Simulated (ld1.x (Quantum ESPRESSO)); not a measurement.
## indium, TM: configuration errors across variants

indium (In), norm-conserving Troullier–Martins (Kleinman–Bylander form), made with ld1.x (Quantum ESPRESSO) 7.5 (PBE, scalar-relativistic). Core [Kr], reference 4d10 5s2 5p0.5 (charge +0.5). Waves: 5s (bound): rc 2.00 bohr; 4d (bound): rc 1.10 bohr; 5p (bound): rc 2.40 bohr. Local part: the p channel. Core correction: a·sin(br)/r model core inside 0.55 bohr.

All-electron excitation energies from the reference (eV): (1) 4d10 5s2 5p1 -1.940; (2) 4d10 5s2 5p0 3.423; (3) 4d10 5s2 5p1.3 -2.472; (4) 4d10 5s1 5p2 3.901; (5) 4d9 5s2 5p2 16.366; (6) 4d9 5s2 5p1 23.175.

2 further variants failed, have other tests or another functional or relativity, and are left out.

A true bound ghost makes a file unfit for plane-wave use even where its test errors are small: the radial tests pick states by their node count and pass the ghost by.

Errors AE − PS in meV (a dash: test not solved or not reliable):

| change | (1) | (2) | (3) | (4) | (5) | (6) | bound ghosts |
| --- | --- | --- | --- | --- | --- | --- | --- |
| base | +0.5 | -1.1 | +0.6 | -3.6 | -354 | -298 | none |
| local potential all-electron potential smoothed inside 2.15 bohr (lloc = -1) | +0.7 | -1.0 | +0.9 | -2.9 | -183 | -110 | none |
| wave 4d (bound): rc 1.10 bohr becomes 4d (bound): rc 0.90 bohr | +0.5 | -1.1 | +0.6 | -3.6 | – | – | none |
| core correction a·sin(br)/r model core inside 1.20 bohr | +0.5 | -1.1 | +0.7 | -3.6 | -349 | -293 | none |
| wave 5p (bound): rc 2.40 bohr becomes 5p (bound): rc 3.32 bohr | +1.7 | +1.1 | +3.1 | +4.1 | +59 | +286 | s |
| all radii but the core radius scaled by about 1.03 (s 2.06, p 2.48, d 1.14 bohr) | +0.5 | -1.1 | +0.6 | -3.5 | -356 | -301 | none |

Give the same row for: wave 5s (bound): rc 2.00 bohr becomes 5s (bound): rc 2.06 bohr.

+0.5, -1.1, +0.6, -3.5, -355, -300; bound ghosts: none.
